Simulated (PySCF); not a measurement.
# Highest orbital energy against ionisation energy along the second row

Calculated with PySCF 2.14, no spin-orbit coupling. Each cell gives −ε(HOMO) / ΔSCF in eV; NIST values include spin-orbit coupling, (s) semi-empirical, (t) theoretical.

```tsv
species	UHF	LDA	PBE	PBE0	r2SCAN	NIST (lowest levels)
B²⁺ (aug-cc-pVQZ, non-relativistic)	37.822 / 37.818	32.353 / 37.893	32.641 / 38.284	34.044 / 38.226	32.899 / 37.849	37.931
C²⁺ (aug-cc-pVQZ, non-relativistic)	46.098 / 45.779	40.154 / 46.945	40.355 / 47.100	42.035 / 47.037	40.664 / 46.614	47.888
N²⁺ (aug-cc-pVQZ, non-relativistic)	48.033 / 47.295	38.579 / 47.862	38.830 / 48.018	41.257 / 48.002	39.782 / 48.222	47.445 (s)
O²⁺ (aug-cc-pVQZ, non-relativistic)	55.792 / 54.609	44.988 / 55.418	45.061 / 55.266	47.896 / 55.301	46.126 / 55.598	54.936 (s)
F²⁺ (aug-cc-pVQZ, non-relativistic)	63.884 / 62.256	51.611 / 63.184	51.565 / 62.850	54.819 / 62.929	52.814 / 63.172	62.708 (s)
Ne²⁺ (aug-cc-pVQZ, non-relativistic)	64.133 / 61.837	52.163 / 63.648	52.560 / 63.889	55.760 / 63.739	53.416 / 63.625	63.423
```

Problem. How far is −ε(HOMO) from ΔSCF on average for each method, and why?

Solution. UHF 1.03 eV; LDA -9.18 eV; PBE -9.07 eV; PBE0 -6.57 eV; r2SCAN -8.23 eV. Hartree-Fock orbital energies lack relaxation and so exceed the ΔSCF value; semilocal functionals have convex E(N) from self-interaction, so their HOMO lies far too high; exact exchange moves hybrids part of the way back.
